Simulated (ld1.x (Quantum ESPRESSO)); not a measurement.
# u(r) = r·R(r): atom against pseudo-atom (phosphorus (P))

Columns: radius, all-electron u(r) and pseudo u(r) of the 3p shell (level -5.78 eV) of phosphorus in the configuration [Ne] 3s1.5 3p3.5; PBEsol, non-relativistic, TM semilocal scheme, ld1.x (Quantum ESPRESSO) 7.5.

```json
{"r (bohr)": "0.098", "all-electron": "0.1287", "pseudo": "-0.0052"}
{"r (bohr)": "0.195", "all-electron": "0.2614", "pseudo": "-0.0205"}
{"r (bohr)": "0.292", "all-electron": "0.3013", "pseudo": "-0.0455"}
{"r (bohr)": "0.390", "all-electron": "0.2626", "pseudo": "-0.0800"}
{"r (bohr)": "0.488", "all-electron": "0.1757", "pseudo": "-0.1226"}
{"r (bohr)": "0.585", "all-electron": "0.0666", "pseudo": "-0.1717"}
{"r (bohr)": "0.682", "all-electron": "-0.0492", "pseudo": "-0.2263"}
{"r (bohr)": "0.780", "all-electron": "-0.1630", "pseudo": "-0.2853"}
{"r (bohr)": "0.878", "all-electron": "-0.2678", "pseudo": "-0.3463"}
{"r (bohr)": "0.975", "all-electron": "-0.3597", "pseudo": "-0.4064"}
{"r (bohr)": "1.072", "all-electron": "-0.4392", "pseudo": "-0.4643"}
{"r (bohr)": "1.170", "all-electron": "-0.5069", "pseudo": "-0.5183"}
{"r (bohr)": "1.268", "all-electron": "-0.5621", "pseudo": "-0.5661"}
{"r (bohr)": "1.365", "all-electron": "-0.6051", "pseudo": "-0.6059"}
{"r (bohr)": "1.463", "all-electron": "-0.6379", "pseudo": "-0.6376"}
{"r (bohr)": "1.560", "all-electron": "-0.6608", "pseudo": "-0.6605"}
{"r (bohr)": "1.658", "all-electron": "-0.6756", "pseudo": "-0.6755"}
{"r (bohr)": "1.755", "all-electron": "-0.6830", "pseudo": "-0.6829"}
{"r (bohr)": "1.852", "all-electron": "-0.6843", "pseudo": "-0.6843"}
{"r (bohr)": "1.950", "all-electron": "-0.6803", "pseudo": "-0.6803"}
{"r (bohr)": "2.047", "all-electron": "-0.6721", "pseudo": "-0.6721"}
{"r (bohr)": "2.145", "all-electron": "-0.6603", "pseudo": "-0.6603"}
{"r (bohr)": "2.242", "all-electron": "-0.6458", "pseudo": "-0.6458"}
{"r (bohr)": "2.340", "all-electron": "-0.6288", "pseudo": "-0.6288"}
{"r (bohr)": "2.438", "all-electron": "-0.6102", "pseudo": "-0.6102"}
{"r (bohr)": "2.535", "all-electron": "-0.5904", "pseudo": "-0.5904"}
```

Problem. How many radial nodes do the two functions have?

Solution. The all-electron 3p function has n − l − 1 = 1; the pseudo-wave has 0, since the states of the same l below it are removed with the core.

Problem. At about which radius was the pseudo-wave matched?

Solution. 1.95 bohr. The columns agree to 0.0005 from 1.46 bohr on; several derivatives are matched, so the curves merge somewhat inside the radius.

Problem. Where does each function peak?

Solution. Outermost all-electron maximum near 1.85 bohr, pseudo maximum near 1.85 bohr (to the table’s step).

Problem. Is the pseudo-wave norm-conserving?

Solution. Yes: the TM semilocal scheme keeps the norm inside the radius equal to the all-electron one, which fixes the energy derivative of the logarithmic derivative at the level.
